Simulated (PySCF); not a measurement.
Simulation results for AlClHN

All values are calculated (PySCF 2.14.0). Calculation on a computer-drawn molecule: vertical ionisation energy to the stated ion spin, frozen-core CCSD(T) at the basis limit and cheaper methods, single-reference cases, UHF for radicals, no spin-orbit; all values are single points at the evaluated structure, the first of each entry, which is the reference or a displaced copy of it and isn't optimised; the reference structure only sets the zero of the energies above reference; triples share is (T) over the correlation energy.

Common to all runs: charge 0; multiplicity 1; ion multiplicity 2; diffuse functions no; basis cc-pV(n+d)Z; reference is the Hartree-Fock double-zeta minimum; best is HF at quadruple zeta + MP2 correlation extrapolated from triple and quadruple zeta + CCSD(T) minus MP2 at triple zeta; basis step is the size of the change from the same recipe one zeta lower.

(1) AlClHN

Evaluated structure:
```xyz
4
AlClHN
N     -0.3450    -1.7132     1.0698
Al     0.8747    -2.7437     1.0222
Cl     2.3083    -4.0700     0.9857
H     -1.1645    -1.0869     1.2634
```

Reference structure:
```xyz
4
AlClHN
N     -0.3544    -1.7216     1.1319
Al     0.8186    -2.7795     1.0456
Cl     2.3531    -4.1608     0.9344
H     -1.0893    -1.0611     1.1841
```

Results for AlClHN: ionisation energy best 8.833 eV; ionisation energy basis step 0.08792 eV; energy above reference best 4.131 kcal/mol; energy above reference basis step 0.4571 kcal/mol; ionisation energy Koopmans at triple zeta 9.287 eV; ionisation energy EOM CCSD at triple zeta 8.655 eV; total energy HF triple zeta -756.5073 hartree; total energy CCSD(T) triple zeta -757.0181 hartree; total energy best -757.0977 hartree; T1 diagnostic at triple zeta 0.01635; D1 diagnostic at triple zeta 0.04206; ion T1 diagnostic at triple zeta 0.0112; ion D1 diagnostic at triple zeta 0.02914; ion spin squared at triple zeta 0.7602; triples share at triple zeta 0.0449; basis functions triple zeta 122; dipole magnitude HF at triple zeta 2.652 debye; dipole magnitude CCSD unrelaxed at triple zeta 2.072 debye; dipole magnitude PBE at triple zeta 1.871 debye; dipole magnitude r2SCAN at triple zeta 2.043 debye; dipole magnitude B3LYP at triple zeta 2.07 debye; dipole magnitude wB97X at triple zeta 2.283 debye.

Drawn bonds:
```tsv
atom	other atom	order
1	2	2
2	3	1
1	4	1
```

Triple zeta:
```tsv
method	ionisation energy (eV)	energy above reference (kcal/mol)
HF	6.856	5.498
PBE	8.756	3.969
r2SCAN	8.55	4.034
B3LYP	8.647	4.37
wB97X	8.54	4.148
MP2	8.82	4.378
CCSD	8.439	4.672
CCSD(T)	8.614	4.553
```

(2) AlClHN

Evaluated structure:
```xyz
4
AlClHN
N     -0.3450    -1.7132     1.0698
Al     0.8747    -2.7437     1.0222
Cl     2.5564    -4.2995     0.9794
H     -1.1645    -1.0869     1.2634
```

Reference structure:
```xyz
4
AlClHN
N     -0.3544    -1.7216     1.1319
Al     0.8186    -2.7795     1.0456
Cl     2.3531    -4.1608     0.9344
H     -1.0893    -1.0611     1.1841
```

Results for AlClHN: ionisation energy best 9.21 eV; ionisation energy basis step 0.09014 eV; energy above reference best 9.657 kcal/mol; energy above reference basis step 0.9186 kcal/mol; ionisation energy Koopmans at triple zeta 9.738 eV; ionisation energy EOM CCSD at triple zeta 9.081 eV; total energy HF triple zeta -756.4965 hartree; total energy CCSD(T) triple zeta -757.0109 hartree; total energy best -757.0889 hartree; T1 diagnostic at triple zeta 0.01755; D1 diagnostic at triple zeta 0.04441; ion T1 diagnostic at triple zeta 0.01359; ion D1 diagnostic at triple zeta 0.03321; ion spin squared at triple zeta 0.7607; triples share at triple zeta 0.04639; basis functions triple zeta 122; dipole magnitude HF at triple zeta 1.173 debye; dipole magnitude CCSD unrelaxed at triple zeta 0.6944 debye; dipole magnitude PBE at triple zeta 0.5929 debye; dipole magnitude r2SCAN at triple zeta 0.6898 debye; dipole magnitude B3LYP at triple zeta 0.7428 debye; dipole magnitude wB97X at triple zeta 0.8653 debye.

Drawn bonds:
```tsv
atom	other atom	order
1	2	2
2	3	1
1	4	1
```

Triple zeta:
```tsv
method	ionisation energy (eV)	energy above reference (kcal/mol)
HF	7.263	12.22
PBE	9.104	7.719
r2SCAN	8.928	9.761
B3LYP	9.014	9.151
wB97X	8.935	10.78
MP2	9.217	9.238
CCSD	8.82	9.774
CCSD(T)	8.991	9.076
```

(3) AlClHN

Evaluated structure:
```xyz
4
AlClHN
N     -0.3450    -1.7132     1.0698
Al     0.8747    -2.7437     1.0222
Cl     2.7002    -4.4326     0.9758
H     -1.1645    -1.0869     1.2634
```

Reference structure:
```xyz
4
AlClHN
N     -0.3544    -1.7216     1.1319
Al     0.8186    -2.7795     1.0456
Cl     2.3531    -4.1608     0.9344
H     -1.0893    -1.0611     1.1841
```

It finds ionisation energy best 9.375 eV; ionisation energy basis step 0.09414 eV; energy above reference best 23.83 kcal/mol; energy above reference basis step 1.39 kcal/mol; ionisation energy Koopmans at triple zeta 9.971 eV; ionisation energy EOM CCSD at triple zeta 9.289 eV; total energy HF triple zeta -756.4718 hartree; total energy CCSD(T) triple zeta -756.9885 hartree; total energy best -757.0663 hartree; T1 diagnostic at triple zeta 0.01843; D1 diagnostic at triple zeta 0.04584; ion T1 diagnostic at triple zeta 0.01514; ion D1 diagnostic at triple zeta 0.03512; ion spin squared at triple zeta 0.7619; triples share at triple zeta 0.04735; basis functions triple zeta 122; dipole magnitude HF at triple zeta 0.3609 debye; dipole magnitude CCSD unrelaxed at triple zeta 0.1442 debye; dipole magnitude PBE at triple zeta 0.1615 debye; dipole magnitude r2SCAN at triple zeta 0.1503 debye; dipole magnitude B3LYP at triple zeta 0.1248 debye; dipole magnitude wB97X at triple zeta 0.1528 debye.

Drawn bonds:
```tsv
atom	other atom	order
1	2	2
2	3	1
1	4	1
```

Triple zeta:
```tsv
method	ionisation energy (eV)	energy above reference (kcal/mol)
HF	7.45	27.75
PBE	9.252	20.58
r2SCAN	9.101	23.82
B3LYP	9.176	22.65
wB97X	9.118	25.55
MP2	9.403	23.58
CCSD	8.982	24.19
CCSD(T)	9.152	23.11
```

(4) AlClHN

Evaluated structure:
```xyz
4
AlClHN
N     -0.3450    -1.7132     1.0698
Al     0.8747    -2.7437     1.0222
Cl     2.7112    -4.4428     0.9755
H     -1.1645    -1.0869     1.2634
```

Reference structure:
```xyz
4
AlClHN
N     -0.3544    -1.7216     1.1319
Al     0.8186    -2.7795     1.0456
Cl     2.3531    -4.1608     0.9344
H     -1.0893    -1.0611     1.1841
```

The calculation gives: ionisation energy best 9.385 eV; ionisation energy basis step 0.09454 eV; energy above reference best 25.02 kcal/mol; energy above reference basis step 1.417 kcal/mol; ionisation energy Koopmans at triple zeta 9.988 eV; ionisation energy EOM CCSD at triple zeta 9.303 eV; total energy HF triple zeta -756.4697 hartree; total energy CCSD(T) triple zeta -756.9866 hartree; total energy best -757.0644 hartree; T1 diagnostic at triple zeta 0.01851; D1 diagnostic at triple zeta 0.04595; ion T1 diagnostic at triple zeta 0.01532; ion D1 diagnostic at triple zeta 0.03568; ion spin squared at triple zeta 0.7623; triples share at triple zeta 0.04742; basis functions triple zeta 122; dipole magnitude HF at triple zeta 0.3068 debye; dipole magnitude CCSD unrelaxed at triple zeta 0.1747 debye; dipole magnitude PBE at triple zeta 0.2013 debye; dipole magnitude r2SCAN at triple zeta 0.1833 debye; dipole magnitude B3LYP at triple zeta 0.1315 debye; dipole magnitude wB97X at triple zeta 0.1446 debye.

Drawn bonds:
```tsv
atom	other atom	order
1	2	2
2	3	1
1	4	1
```

Triple zeta:
```tsv
method	ionisation energy (eV)	energy above reference (kcal/mol)
HF	7.463	29.05
PBE	9.261	21.66
r2SCAN	9.112	24.99
B3LYP	9.186	23.78
wB97X	9.131	26.79
MP2	9.416	24.8
CCSD	8.992	25.4
CCSD(T)	9.162	24.29
```
